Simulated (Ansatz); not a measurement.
`F[Si](I)(I)I` → F• + `I[Si](I)I`•  (homolysis of the F–Si bond)

Computed with Ansatz on PBE0-D4/def2-TZVP structures; ΔE is electronic, products minus reactants. CBS: MP2 limit from def2 TZ/QZ plus the TZ coupled-cluster correction, frozen cores. This one scheme is used for every species, atoms too. DFT in def2-TZVPP. Open shells (•) are unrestricted, without spin–orbit coupling. Spin–orbit coupling would lower the free atoms: a little for F. Elements past krypton have def2 core potentials. Bonds to I are less sure, by a few kJ/mol each and by 10 to 20 or more in all where they break to atoms, as the def2 sets lack core-valence functions.

| level | ΔE (eV) |
| --- | --- |
| CAM-B3LYP-D4 | 6.24 |
| ωB97M-V | 6.31 |
| LC-ωPBE | 6.26 |
| CCSD/def2-SVP | 5.62 |

(1) What does CCSD(T)/CBS give? (Best estimate.)

(2) What do rigid-rotor, harmonic-oscillator terms from PBE0-D4/def2-TZVP frequencies (298.15 K, 1 bar) make of the CCSD(T)/CBS value? (Estimate.)

Largest T1 diagnostic among the species: 0.011.

## Answers

(1) The calculation gave: +6.37 eV. The listed levels differ from it by -0.13, -0.06, -0.11, -0.75 eV.

(2) Computed: ΔZPE = -0.09 eV, ΔH = +6.32 eV, ΔS = 148 J/(mol·K), ΔG = +5.86 eV. Open shells count their whole term as degenerate.

Leaving LDA and LC-ωPBE aside and taking each functional with its dispersion term where it has one, the values, not all of them listed here, spread over 0.46 eV, from BHLYP-D4 to ωB97M-V. LDA lies +0.95 eV from PBE without D4, its usual overbinding. The D4 term adds +0.07 eV with B3LYP and +0.04 eV with PBE0; it sums over pairs of atoms, weighted by their polarisabilities, and B3LYP, whose exchange is more repulsive, gets the larger term. From BLYP to BHLYP (50 % exact exchange), in def2-TZVPP and without D4, ΔE moves by −0.12 eV: exact exchange takes away binding that semilocal exchange gives to molecules.

CCSD(T)/CBS has its own doubt, a few kJ/mol and more with outer-core shells, so smaller differences from it don't rank the levels.

B3LYP here is the variant with VWN-RPA as its local correlation; programs differ in this.
